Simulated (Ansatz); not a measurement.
Geometry optimisation, RKS revPBE-D4/def2-SVP in Ansatz 0.2.0.

input.yaml

```yaml
crystal:
  periodic: [false, false, false]
  atoms:
    - { symbol: W, position_ang: [0.0, 0.0, 0.0] }
    - { symbol: H, position_ang: [0.0, 0.0, 2.07] }
    - { symbol: H, position_ang: [1.72, 0.0, 0.0] }
    - { symbol: F, position_ang: [0.0, 1.85, 0.0] }
    - { symbol: H, position_ang: [-1.72, 0.0, 0.0] }
    - { symbol: H, position_ang: [0.0, -1.72, 0.0] }
    - { symbol: H, position_ang: [0.0, 0.0, -1.72] }
    - { symbol: Cl, position_ang: [1.7678, 1.8416, 0.8482] }
    - { symbol: H, position_ang: [0.7133, 0.743, 2.0759] }
basis:
  gaussian: { orbitals: def2-SVP }
hamiltonian:
  xc: revpbe
  dispersion: d4
relax:
  f_tol: 0.15
  max_steps: 25
  restrain:
    - { distance: [0, 7], at: 2.39, k: 30.0 }
    - { distance: [8, 1], at: 0.66, k: 30.0 }
    - { distance: [0, 1], at: 2.92, k: 30.0 }
    - { distance: [8, 7], at: 2.57, k: 30.0 }
```

Launched with:

```bash
$ ansatz run input.yaml --threads 2 --pin off --max-ram 3072MiB --backend cpu --events-out ev --progress --plain --runs-dir out
```

Problem. Where does it end, and by what steps?

Solution. It converged. The restraints hold the end off the free minimum; the threshold counts their pulls, which the force column leaves out. Restrained pairs: W1–Cl8 (2.69 → 2.36 Å), H2–H9 (1.03 → 0.72 Å), W1–H2 (2.07 → 2.92 Å), Cl8–H9 (1.96 → 2.58 Å). After 19 steps the energy has fallen by 8.490 eV (the restraints' own energy left out); H3 moved furthest, 1.36 Å.

| step | energy less start (eV) | largest force component (eV/Å) | accepted |
| --- | --- | --- | --- |
| 0 | 0.0000 | 6.651 | yes |
| 1 | -1.3838 | 7.005 | yes |
| 2 | -3.1320 | 5.703 | yes |
| 3 | -4.8571 | 2.518 | yes |
| 4 | -6.1684 | 1.863 | yes |
| 5 | -6.8053 | 1.619 | yes |
| 6 | -6.9816 | 0.854 | no |
| 7 | -6.9377 | 1.528 | yes |
| 8 | -7.0036 | 1.385 | yes |
| 9 | -7.1101 | 1.223 | yes |
| 10 | -7.2942 | 1.379 | yes |
| 11 | -7.5750 | 1.307 | yes |
| 12 | -7.9874 | 1.073 | yes |
| 13 | -8.3344 | 1.243 | yes |
| 14 | -8.4469 | 1.469 | yes |
| 15 | -8.4703 | 1.696 | yes |
| 16 | -8.5222 | 0.642 | no |
| 17 | -8.4846 | 1.586 | yes |
| 18 | -8.5054 | 1.309 | yes |
| 19 | -8.4896 | 1.698 | yes |

```xyz
9
Properties=species:S:1:pos:R:3
W 0.233 0.421 -0.249
H 0.005 0.832 2.633
H 0.870 -0.921 0.538
F -1.242 1.528 0.119
H -0.807 -0.699 0.430
H 0.021 -1.037 -1.065
H 0.375 0.459 -1.938
Cl 2.359 1.187 0.439
H 0.667 0.945 2.368
```

Time of the run: 52 s on 2 threads of Arm Neoverse V1, on a shared host, peak memory 0.13 GiB.
